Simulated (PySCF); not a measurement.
## Torsional scan of `OCC[C@@H](F)Br`, C3H6BrFO

Every point has one dihedral held and the rest relaxed. First point, dihedral C2–C3–C4–Br6 = 0°. Geometry:
```
atom   x (Å)   y (Å)   z (Å)
  O1  -2.052  -0.039   0.834
  C2  -0.992   0.388   0.012
  C3   0.201  -0.514   0.329
  C4   1.483  -0.248  -0.453
  F5   1.837  -1.345  -1.167
 Br6   1.371   1.230  -1.748
  H7  -2.832   0.492   0.644
  H8  -0.738   1.438   0.221
  H9  -1.262   0.299  -1.050
 H10   0.403  -0.432   1.398
 H11  -0.104  -1.545   0.129
 H12   2.332   0.004   0.190
```

Theory: PySCF, GIAO CAM-B3LYP/pcSseg-1 magnetisability, rotational g tensor and spin-rotation constants, non-relativistic, gas phase. Geometry: GFN2-xTB, dihedral held.

The calculation is non-relativistic, which matters for the atoms heavier than Zn.

Question: How does the isotropic susceptibility follow that dihedral, the rest relaxed?

Answer: 
```
dihedral (°)  χ, cgs (10⁻⁶ cm³/mol)  magnetisability anisotropy (10⁻³⁰ J/T²)
           0                  -72.6                                      152
          45                  -73.1                                      153
          90                  -72.6                                      194
         135                  -72.0                                      162
         180                  -73.0                                      138
         225                  -72.2                                      182
         270                  -72.9                                      138
         315                  -73.4                                      152
```
